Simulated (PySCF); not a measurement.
# From computed data to an observable: oscillator strength and radiative lifetime

B(H)(OH)(NH2) (BH4NO), SMILES NBO.

Geometry optimised at r2SCAN-D4/def2-TZVP. Other conformers were not sampled.

TDA-LC-ωPBE/def2-SVPD (PySCF) puts the first singlet state with f over 0.02 at 8.60 eV (vertical), with the transition dipole (0.000, 0.000, -0.434) in atomic units.

Question: Find the oscillator strength, the wavelength and the radiative lifetime that this transition would have in vacuum if emission retraced absorption.

Answer: 
|μ|² = 0.1884 au, so |μ| = 1.10 D. ΔE = 8.60/27.211 = 0.3160 hartree. f = (2/3) ΔE |μ|² = 0.040 (the program prints 0.040).
λ = 1239.84/8.60 = 144 nm; ν = 69364 cm⁻¹.
Einstein's coefficient A = 0.6670 ν² f s⁻¹ (ν in cm⁻¹) = 1.3e8 s⁻¹, so τ = 1/A = 7.9 ns. This state is S2; the lower singlet has f = 0.017. The figure is the radiative limit of this one transition; relaxation, internal conversion, crossing to triplets and a medium change what is measured.
